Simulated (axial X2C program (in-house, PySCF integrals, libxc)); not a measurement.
# Low determinants of NiP⁺ at the PBE0 level, 2c

Computed with an in-house relativistic program for diatomic molecules. Two-component (2c) means X2C with spin–orbit coupling and atomic mean-field two-electron Coulomb and Gaunt terms. Basis: Ni dyall-cv3z [9s9p6d3f2g], P dyall-v3z [8s7p2d1f] (cores contracted in-house); Gaussian nuclei, density fitting, unrestricted open shells. Masses: Ni 57.935 u, P 30.974 u.

Search at 2.179 Å (vertical energies from the lowest determinant):

| ΔE (eV) | state | electrons beyond evenly filled partner blocks | electrons in ±ω = 1/2, 3/2, 5/2, 7/2 |
| --- | --- | --- | --- |
| 0.00 | Ω = 4 | ω = 3/2, ω = 5/2 | 30 11 1 0 |
| 0.20 | Ω = 1 | 2 × ω = 1/2 | 30 10 2 0 |
| 0.21 | Ω = 3 | ω = 1/2, ω = 5/2 | 31 10 1 0 |
| 0.26 | Ω = 1 | ω = -1/2, ω = 3/2 | 29 11 2 0 |
| 0.30 | Ω = 2 | ω = 1/2, ω = 3/2 | 29 11 2 0 |
| 0.35 | Ω = 2 | ω = -1/2, ω = 5/2 | 31 10 1 0 |
| 0.36 | Ω = 1 | ω = -3/2, ω = 5/2 | 30 11 1 0 |

Lowest determinant, Ω = 4 (⟨Sz⟩ = 2.00, ⟨Lz⟩ = 2.00 at PBE0): Re = 2.171 Å, ωe = 340.1 cm⁻¹.

The determinant in row 2 of the search, Ω = 1 (⟨Sz⟩ = 0.00, ⟨Lz⟩ = 1.00 at PBE0), was followed along the bond at PBE0; measured from the minimum of the lowest determinant it gives:

Te = 0.181 eV (1456 cm⁻¹), Re = 2.115 Å, ωe = 387.3 cm⁻¹.

(1) Compare the bond of the determinant in row 2 with that of the lowest one.

The search compares states at one distance, so a state with another bond length can lie lower; it is not exhaustive and yields mostly the lowest determinant of each block pattern, so other components and higher states of one pattern are missing. These are energies of single determinants, not of spin-adapted states; PBE0 term energies can be off by some tenths of an eV, and the functional has no current term. Open-shell Ω = 0 determinants with evenly filled partner blocks cannot be reached by this program, so the Ω shown need not be the lowest component. The lowest determinant need not be the ground state where others lie within half an eV.

Answers

(1) At PBE0 its Re is 0.056 Å shorter and its force constant, which goes as ωe², is 1.30 times that of the lowest determinant. This determinant mixes spin states, so it has no term energy of its own.
